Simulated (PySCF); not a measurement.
Worked example: oscillator strength and radiative lifetime

AlCl2HSe, SMILES [Cl][Al]([Cl])[SeH].

Geometry: B3LYP-D3(BJ)/def2-SVP. The structure was generated by enumeration; whether it is a known compound was not checked. One conformer was computed; it need not be the lowest.

TDA-LC-ωPBE/def2-SVPD (PySCF 2.14.0) puts the first singlet state with f over 0.02 at 5.74 eV (vertical), with the transition dipole (0.000, 0.000, -0.405) in atomic units.

Task: Find the oscillator strength, the wavelength and the radiative lifetime that this transition would have in vacuum if emission retraced absorption.

Result: 
|μ|² = 0.1640 au, so |μ| = 1.03 D. ΔE = 5.74/27.211 = 0.2109 hartree. f = (2/3) ΔE |μ|² = 0.023 (the program prints 0.023).
λ = 1239.84/5.74 = 216 nm; ν = 46296 cm⁻¹.
Einstein's coefficient A = 0.6670 ν² f s⁻¹ (ν in cm⁻¹) = 3.3e7 s⁻¹, so τ = 1/A = 30 ns. This state is S1. The figure is the radiative limit of this one transition; relaxation, internal conversion, crossing to triplets and a medium change what is measured.
